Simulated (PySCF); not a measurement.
Isomers of C6H9N. Level of theory: PySCF, TDDFT PBE0/def2-SVPD, vertical, gas phase, core orbitals frozen in the response. Geometries: GFN2-xTB; one conformer of each isolated species. Triplets are in the Tamm–Dancoff approximation.

A. `C(=C/C=C\C=N\[H])/C`
B. `N(=C\C[C@@H](C#C)C)/[H]`
C. `C=CN1CC=CC1`
D. `C=CC[C@H](C)C#N`

Lowest singlet levels (six at most, fewer where fewer were computed) with oscillator strengths:

1. 239 nm (f 0.002); 186 nm (f 0.008); 183 nm (f 0.012); 181 nm (f 0.001); 179 nm (f 0.017); 177 nm (f 0.001); T1 4.34 eV
2. 293 nm (f 0.001); 261 nm (f 0.753); 204 nm (f 0.173); 195 nm (f 0.004); 193 nm (f 0.001); 192 nm (f 0.008); T1 2.60 eV
3. 269 nm (f 0.016); 239 nm (f 0.040); 214 nm (f 0.003); 208 nm (f 0.022); 206 nm (f 0.320); 191 nm (f 0.006); T1 3.92 eV
4. 169 nm (f 0.033); 167 nm (f 0.388); 160 nm (f 0.019); 159 nm (f 0.002); 156 nm (f 0.003); 155 nm (f 0.007); T1 4.45 eV

Question: Which spectrum belongs to which structure?

Answer: 1 = B, 2 = A, 3 = C, 4 = D.
- A: S1 at 4.23 eV, HOMO-1→LUMO (96%); Löwdin shares by element: HOMO carbon 72% or more (atoms not listed hold the other 28%); LUMO carbon 49% or more, nitrogen 18% (atoms not listed hold the other 32%); HOMO -6.61 and LUMO -1.65 eV; point group Cs.
- B: S1 at 5.19 eV, HOMO→LUMO (94%); Löwdin shares by element: HOMO nitrogen 50%, carbon 20% or more, hydrogen 7% or more (atoms not listed hold the other 23%); LUMO carbon 44% or more, nitrogen 36%, hydrogen 5% or more; HOMO -7.31 and LUMO -0.13 eV.
- C: S1 at 4.61 eV, HOMO→LUMO (99%); Löwdin shares by element: HOMO carbon 46% or more, nitrogen 32% (atoms not listed hold the other 21%); LUMO carbon 71% or more, hydrogen 6% or more (atoms not listed hold the other 24%); HOMO -5.48 and LUMO 0.21 eV.
- D: S1 at 7.34 eV, HOMO→LUMO+1 (85%); Löwdin shares by element: HOMO carbon 79% or more (atoms not listed hold the other 21%); LUMO carbon 66% or more, hydrogen 12% or more (atoms not listed hold the other 22%); HOMO -7.99 and LUMO -0.20 eV.
